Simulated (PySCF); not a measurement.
## Magnetic susceptibility: `O=C/C(=C\Cl)C(F)(F)F`, C₄H₂ClF₃O

Cartesian coordinates in Å; atom numbers follow the order of the lines, from 1:
```xyz
11

O     2.0975    1.3441   -0.1521
C     0.9075    1.2088   -0.2217
C     0.1847   -0.0547    0.0260
C     0.7609   -1.2247    0.3608
Cl    2.4134   -1.4367    0.5547
C    -1.3126    0.0280   -0.1197
F    -1.8460    0.9177    0.7315
F    -1.6714    0.4238   -1.3506
F    -1.9312   -1.1366    0.1045
H     0.2386    2.0469   -0.4851
H     0.1639   -2.1140    0.5257
```

Level of theory: GIAO PBE/pcSseg-1 magnetisability, rotational g tensor and spin-rotation constants, non-relativistic, gas phase (PySCF 2.14.0). Geometry: GFN2-xTB.

Problem. What are the magnetisability and the molar susceptibility?

Solution. Isotropic -1036 × 10⁻³⁰ J/T², or -62.4 × 10⁻⁶ cm³/mol; principal values -1258, -980, -871 × 10⁻³⁰ J/T², anisotropy 346 × 10⁻³⁰ J/T² (root of half the summed squared differences of the principal values). The susceptibility is in cgs units.

Problem. Split it along the inertial axes a, b, c into diamagnetic and paramagnetic parts about the centre of mass, with the quadrupole moment.

Solution. 
| axis | χ (10⁻⁶ cm³/mol) | diamagnetic (10⁻⁶ cm³/mol) | paramagnetic (10⁻⁶ cm³/mol) | summed x² of all electrons (Å²) | quadrupole Θ (D Å) |
| --- | --- | --- | --- | --- | --- |
| a | -54.5 | -568.8 | 514.3 | 265.9 | -4.15 |
| b | -56.9 | -1265.8 | 1208.9 | 101.6 | +2.17 |
| c | -75.7 | -1558.8 | 1483.1 | 32.5 | +1.99 |

Anisotropies 2χaa − χbb − χcc = +23.6 and 2χbb − χaa − χcc = +16.4 × 10⁻⁶ cm³/mol. Θ is traceless in Buckingham's convention.

Problem. And the rotational g tensor?

Solution. 
```csv
axis,rotational constant (GHz),g,nuclear part,electronic part
a,2.3207,-0.0491,0.5115,-0.5607
b,0.8902,-0.0194,0.4862,-0.5056
c,0.7241,-0.0093,0.4952,-0.5045
```
Asymmetric top; isotopes 12C, 35Cl, 19F, 1H, 16O; no vibrational averaging.
